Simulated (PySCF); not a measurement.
## How the method moves the HOMO and LUMO of `[BH3-][S+](C)C`

C2H9BS.
Cartesian coordinates in Å at the PBE0-D3(BJ)/def2-SVP level; atoms count from 1:
```xyz
13
C2H9BS angstrom
B     -0.4448    1.6601    0.3439
S     -0.1717   -0.1895    0.8779
C      1.5139   -0.5353    0.3556
C     -1.0925   -1.1274   -0.3496
H     -0.1291    1.7024   -0.8372
H      0.2956    2.2687    1.1004
H     -1.6311    1.8347    0.5735
H      1.6484   -0.2217   -0.6892
H      1.7399   -1.6025    0.4861
H      2.1701    0.0635    1.0006
H     -0.8263   -0.7783   -1.3571
H     -0.8947   -2.2015   -0.2315
H     -2.1558   -0.9244   -0.1653
```

Basis pcSseg-2 throughout (PySCF), one geometry. Geometry: PBE0-D3(BJ)/def2-SVP; no solvent, vibrations or thermal averaging.

Problem. How do the orbital energies, the gap and the dipole change with the method?

Solution. 
```
   method                    kind  HOMO (eV)  LUMO (eV)  gap (eV)  μ (D)  SCF cycles
     BLYP                     GGA      -6.49      -0.60      5.89   4.62          14
     OPBE                     GGA      -6.50      -0.60      5.91   4.65          13
      PBE                     GGA      -6.57      -0.68      5.89   4.62          14
    B97-D                     GGA      -6.57      -0.58      5.99   4.64          14
      LDA                     LDA      -6.63      -0.82      5.82   4.60          13
      KT2                     GGA      -6.64      -0.74      5.91   4.56          15
     BP86                     GGA      -6.67      -0.70      5.97   4.63          14
      KT3                     GGA      -6.67      -0.78      5.89   4.59          14
    B97-2           global hybrid      -7.59       0.22      7.81   4.73          12
    B3LYP           global hybrid      -7.64      -0.02      7.62   4.71          12
     PBE0           global hybrid      -7.83       0.25      8.08   4.73          12
 mPW1PW91           global hybrid      -7.86       0.24      8.09   4.74          12
BHandHLYP           global hybrid      -9.02       0.77      9.79   4.81          12
CAM-B3LYP  range-separated hybrid      -9.22       0.94     10.16   4.78          12
  wB97X-D  range-separated hybrid      -9.71       1.95     11.67   4.81          12
  LC-wPBE  range-separated hybrid     -10.56       2.07     12.63   4.85          12
       HF            Hartree–Fock     -10.85       2.35     13.20   4.96          10
```

The HOMO spans 4.36 eV, from BLYP down to HF, and the gap runs from 5.82 eV (LDA) to 13.20 eV (HF). Over the methods BLYP (0 %), OPBE (0 %), PBE (0 %), B97-D (0 %), LDA (0 %), KT2 (0 %), BP86 (0 %), KT3 (0 %), B97-2 (21 %), B3LYP (20 %), PBE0 (25 %), mPW1PW91 (25 %), BHandHLYP (50 %), HF (100 %), a straight line through the gap against the share of exact exchange rises by 0.74 eV for each 10 % (correlation coefficient 0.997). The dipole ranges from 4.56 D (KT2) to 4.96 D (HF). This basis has no diffuse functions.
